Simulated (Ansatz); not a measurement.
`CCCCSSCCCC` from Hartree–Fock to CCSD(T)

```xyz
28

C     1.404    3.438   -2.038
C     0.768    2.177   -1.481
C    -0.113    1.469   -2.500
C    -0.732    0.177   -1.996
S    -1.966    0.549   -0.709
S    -2.695   -1.273   -0.196
C    -1.721   -1.738    1.261
C    -0.243   -1.948    1.004
C     0.526   -2.422    2.233
C     0.580   -1.405    3.361
H     2.026    3.216   -2.909
H     2.035    3.930   -1.295
H     0.641    4.157   -2.353
H     1.549    1.485   -1.145
H     0.178    2.421   -0.592
H    -0.905    2.147   -2.840
H     0.484    1.231   -3.389
H     0.030   -0.484   -1.578
H    -1.244   -0.353   -2.801
H    -2.195   -2.668    1.596
H    -1.895   -0.986    2.032
H    -0.126   -2.673    0.192
H     0.188   -1.004    0.653
H     0.086   -3.358    2.598
H     1.547   -2.670    1.924
H     0.999   -0.457    3.013
H     1.205   -1.762    4.183
H    -0.410   -1.196    3.773
```

The species carries charge 0 and has multiplicity 1. The geometry is a stationary point of PBE0-D4/def2-TZVP. It is one conformer, not always the lowest. Frozen core, restricted reference, the Gaussian-basis code of Ansatz. CBS rows extrapolate triple and quadruple zeta; past MP2 they add the triple-zeta difference.

| basis | HF (Eh) | MP2 corr. |
| --- | --- | --- |
| def2-TZVPP | -1108.63590 | -1.75987 |
| def2-QZVPP | -1108.67318 | -1.87965 |

Q: Estimate the CCSD correlation energy and the (T) correction in each basis where they were run (hartree).

A: 
```csv
basis,CCSD corr.,(T)
def2-TZVPP,-1.87144,-0.08080
CBS(def2),-2.07994,as TZ
```
